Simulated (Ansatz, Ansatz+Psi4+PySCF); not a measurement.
```xyz
2

Be    0.0000    0.0000    0.0000
Be    0.0000    0.0000    2.2000
```

Basis set: cc-pCVTZ (spherical functions). All electrons are correlated. Charge 0, multiplicity 1.

Computed with Ansatz (development build ahead of 0.2.0); the reference of a correlated method needn't be the lowest determinant of its kind. Restricted open shells among the atoms or ions are ROHF, correlated in semicanonical orbitals with singles.

**Question.** Give the vertical ionization energy (product with multiplicity 2 at the same shape, open shells in the same class of orbitals) of singlet Be₂ by RHF-MP2, RHF-CCSD(T), RHF-CCSD.

**Answer.**

```csv
method,ionization energy
RHF-MP2,6.89 eV
RHF-CCSD(T),7.30 eV
RHF-CCSD,7.20 eV
```

Caution: large amplitudes, a single reference is doubtful; the determinant breaks the point group; the reference determinant was not shown to be the lowest. Caution for RHF-MP2: MP2 on this radical cation hangs on the determinant chosen; another reference gives a lower total.
